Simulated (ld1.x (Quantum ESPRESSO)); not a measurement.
# zinc: excitation energies, all-electron against ultrasoft

ld1.x (Quantum ESPRESSO) 7.5 input, shortened:

```
&input
   title='Zn', zed=30., rel=2, dft='PBESOL', iswitch=3,
   config='[Ar] 3d10 4s2 4p0', rel_dist='average'
 /
 &inputp
   pseudotype=3, tm=.true., lloc=-1, rcloc=1.65,
   nlcc=.true.,
   which_augfun='PSQ', rmatch_augfun=1.05
 /
6
4S  1  0   2.00   0.00  1.65  1.75  0.0
4S  1  0   0.00   3.40  1.65  1.75  0.0
3P  2  1   6.00   0.00  1.00  1.10  0.0
4P  3  1   0.00   0.00  1.00  1.10  0.0
3D  3  2  10.00   0.00  1.15  1.40  0.0
3D  3  2   0.00   2.10  1.15  1.40  0.0
 &test
   configts(1)='3p6 3d10 4s2 4p0'
 /
```

Open shells are filled in proportion to 2j + 1 (rel_dist='average').

Energies are relative to the spin-unpolarised reference configuration 3p6 3d10 4s2 4p0; without spin polarisation the order of configurations can differ from experiment. Not all tests gave a result: 1 of 7 tests not solved or not reliable. Left out of the table: 3p6 3d9 4s0 4p0 (solver errors, printed error -3542 eV). The frozen-core shift is the all-electron ΔE with the core orbitals held at their reference shape minus the fully relaxed ΔE.

```tsv
valence configuration	charge	ΔE all-electron (eV)	error AE − PS (meV)	frozen-core shift (meV)
3p6 3d10 4s1 4p0	+1	9.900	+0.6	+0.3
3p6 3d10 4s0 4p1	+1	16.256	+0.9	+0.6
3p6 3d10 4s1 4p1	0	5.125	0.0	+0.1
3p6 3d10 4s0 4p2	0	10.601	-0.6	+0.4
```

What are ΔE and the potential's error for 3p6 3d9 4s2 4p1?

ΔE = 12.282 eV all-electron; the error (AE − PS) is +13 meV.

What are ΔE and the potential's error for 3p6 3d10 4s0 4p0?

ΔE = 28.248 eV all-electron; the error (AE − PS) is +3.2 meV.

Levels in the configuration 3p6 3d9 4s2 4p1:

| level | all-electron (eV) | pseudo (eV) |
| --- | --- | --- |
| 3p j=1/2 | -94.128 | -94.129 |
| 3p j=3/2 | -91.013 | -91.021 |
| 3d j=3/2 | -18.433 | -18.388 |
| 3d j=5/2 | -18.047 | -18.004 |
| 4s j=1/2 | -8.670 | -8.673 |
| 4p j=1/2 | -2.661 | -2.664 |
| 4p j=3/2 | -2.552 | -2.554 |
